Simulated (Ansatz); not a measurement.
A nudged elastic band was laid between two geometries of C₄H₁₀AlNO (17 atoms, charge 0, multiplicity 1).

Theory: RKS PBE/STO-3G (Ansatz).

```yaml
movable_images: 9
climbing_image: yes
spring: 5.0 eV/Å²
optimiser: quadratic models (default)
start_path: through a guess of the saddle point
force_threshold: 0.03 eV/Å
iteration_limit: 52
end_points: relaxed
```

Initial state:

```xyz
17
Properties=species:S:1:pos:R:3
C 1.846 -1.002 1.363
C 1.436 -0.046 0.493
N 0.678 -0.221 -0.716
C 0.050 -1.572 -0.902
C -0.258 0.940 -1.062
Al -1.765 1.195 0.142
O -1.862 2.772 0.806
H 1.547 -2.054 1.282
H 2.529 -0.742 2.182
H 1.755 1.005 0.626
H 0.842 -2.347 -0.854
H -0.726 -1.813 -0.135
H -0.422 -1.603 -1.905
H 0.388 1.843 -1.088
H -0.578 0.761 -2.112
H -2.782 0.135 0.507
H -2.698 2.748 1.413
```

Final state:

```xyz
17
Properties=species:S:1:pos:R:3
C 1.780 -1.010 1.443
C 1.416 -0.056 0.550
N 0.705 -0.230 -0.687
C 0.072 -1.577 -0.890
C -0.206 0.937 -1.076
Al -1.758 1.209 0.066
O -1.873 2.793 0.712
H 1.473 -2.059 1.356
H 2.434 -0.752 2.285
H 1.742 0.993 0.688
H -0.358 -1.610 -1.912
H 0.855 -2.358 -0.805
H -0.737 -1.807 -0.155
H 0.449 1.835 -1.079
H -0.484 0.757 -2.138
H -2.796 0.159 0.397
H -2.733 2.777 1.285
```

Question: What changes between the two ends?

Answer: No bond is made or broken. The dihedral C5–N3–C4–H12 goes from -72 to 168°. The two ends are copies of one structure, up to a mirror image or an exchange of like atoms.

Question: What energy profile does the band end with?

Answer: The run converged. The highest image is number 5 of 0 to 10, 0.097 eV above the ends, which have the same energy within 2 meV. A vibrational analysis at the climbing image gives one clearly imaginary mode, 149i cm⁻¹: a first-order saddle point. Limits of this set-up: minimal basis.

```json
{"image": "0", "path coordinate (Å)": "0.00", "energy (eV)": "0.000", "dihedral C5–N3–C4–H12 (°)": "-72"}
{"image": "1", "path coordinate (Å)": "0.44", "energy (eV)": "0.005", "dihedral C5–N3–C4–H12 (°)": "-80"}
{"image": "2", "path coordinate (Å)": "0.88", "energy (eV)": "0.028", "dihedral C5–N3–C4–H12 (°)": "-94"}
{"image": "3", "path coordinate (Å)": "1.32", "energy (eV)": "0.063", "dihedral C5–N3–C4–H12 (°)": "-109"}
{"image": "4", "path coordinate (Å)": "1.76", "energy (eV)": "0.089", "dihedral C5–N3–C4–H12 (°)": "-126"}
{"image": "5", "path coordinate (Å)": "2.20", "energy (eV)": "0.097", "dihedral C5–N3–C4–H12 (°)": "-141"}
{"image": "6", "path coordinate (Å)": "2.60", "energy (eV)": "0.090", "dihedral C5–N3–C4–H12 (°)": "-153"}
{"image": "7", "path coordinate (Å)": "3.00", "energy (eV)": "0.067", "dihedral C5–N3–C4–H12 (°)": "-164"}
{"image": "8", "path coordinate (Å)": "3.39", "energy (eV)": "0.037", "dihedral C5–N3–C4–H12 (°)": "-174"}
{"image": "9", "path coordinate (Å)": "3.79", "energy (eV)": "0.011", "dihedral C5–N3–C4–H12 (°)": "176"}
{"image": "10", "path coordinate (Å)": "4.19", "energy (eV)": "0.000", "dihedral C5–N3–C4–H12 (°)": "168"}
```

Question: What is the geometry of the highest image?

Answer: 
```xyz
17
Properties=species:S:1:pos:R:3
C 2.015 -1.060 1.351
C 1.419 -0.092 0.607
N 0.585 -0.247 -0.537
C 0.008 -1.590 -0.855
C -0.226 0.948 -1.005
Al -1.852 1.267 0.017
O -1.952 2.838 0.694
H 1.882 -2.132 1.165
H 2.682 -0.777 2.173
H 1.612 0.974 0.829
H 0.480 -2.026 -1.765
H 0.169 -2.289 -0.009
H -1.084 -1.503 -1.039
H 0.459 1.821 -0.956
H -0.426 0.780 -2.086
H -2.941 0.243 0.252
H -2.850 2.844 1.206
```

Question: What are the harmonic wavenumbers there?

Answer: 149i, 22, 41, 84, 189, 196, 223, 311, 391, 429, 559, 565, 639, 688, 719, 760, 801, 816, 925, 1023, 1050, 1060, 1113, 1163, 1228, 1295, 1358, 1381, 1446, 1521, 1569, 1610, 1617, 1634, 1805, 2412, 3202, 3219, 3335, 3342, 3350, 3371, 3390, 3506, 3599 cm⁻¹.

Run time: 10 min on 1 thread of Intel(R) Xeon(R) Processor @ 2.70GHz, on a shared host, peak memory 0.13 GiB.
